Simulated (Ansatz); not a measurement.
Calibrating B3LYP-D4/def2-TZVPP on molecular compounds of Si

The atomisation enthalpy at 298 K in kJ/mol of 8 molecular compounds of Si: x at B3LYP-D4/def2-TZVPP, y from tabulated heats of molecules and atoms (CRC Handbook of Chemistry and Physics, NIST-JANAF tables). Shapes, held fixed at every level: PBE0-D4/def2-TZVP. Computed values hold a harmonic thermal term (PBE0-D4/def2-TZVP) and the atoms' spin-orbit lowering. Programs: Ansatz 0.2.0.

| molecule | x (kJ/mol) | y (kJ/mol) |
| --- | --- | --- |
| SiI4 (SMILES I[Si](I)(I)I) | 953 | 987 |
| SiHI3 (triiodosilane) | 1039 | 1063 |
| SiH3I (SMILES [SiH3]I) | 1211 | 1213 |
| SiBr4 (tetrabromosilane) | 1265 | 1313 |
| SiH3Cl (chlorosilane) | 1357 | 1367 |
| SiCl4 (silicon tetrachloride) | 1547 | ? |
| SiF4 (silicon tetrafluoride) | 2314 | 2382 |
| Si(CH3)3Cl (chlorotrimethylsilane) | 5023 | 5037 |

Q: Fit y = c + s·x to the known rows and predict y for SiCl4.

A: 
1. Means of the 7 rows: x = 1880.29, y = 1908.9.
2. Σ(Δx)² = 12732729, Σ(Δx·Δy) = 12718396, so the slope is 12718396/12732729 = 0.99887.
3. Intercept: 1908.9 − (0.99887) × 1880.29 = 30.7. The largest residual of the fit is 40.
4. SiCl4: 30.7 + 0.99887 × 1547 = 1576 kJ/mol.

The tabulated heats give 1598 kJ/mol, so the prediction is off by -22 kJ/mol, within the largest residual. Uncorrected, B3LYP-D4/def2-TZVPP misses SiCl4 by -51 kJ/mol, and the other rows by 29 on average. With references in doubt, neither the misses nor the line can be laid on the level alone. Si(CH3)3Cl lies far out in x and weighs most in the slope. Left out in turn, the other rows are missed by 39 kJ/mol on average, worse than no correction. The heats of SiI4 (SMILES I[Si](I)(I)I), SiBr4 (tetrabromosilane), SiH3Cl (chlorosilane), Si(CH3)3Cl (chlorotrimethylsilane) come from older tables and can be uncertain by 10 kJ/mol or more. The molecules' own spin-orbit lowering is left out, so errors for iodides read a little too negative. The tabulated values of SiHI3, SiH3I are in doubt (older tables, estimates, or at odds with other calculations) and kept here. For atoms past krypton def2 sets carry core potentials with scalar relativity. Relativity is left out for Br.
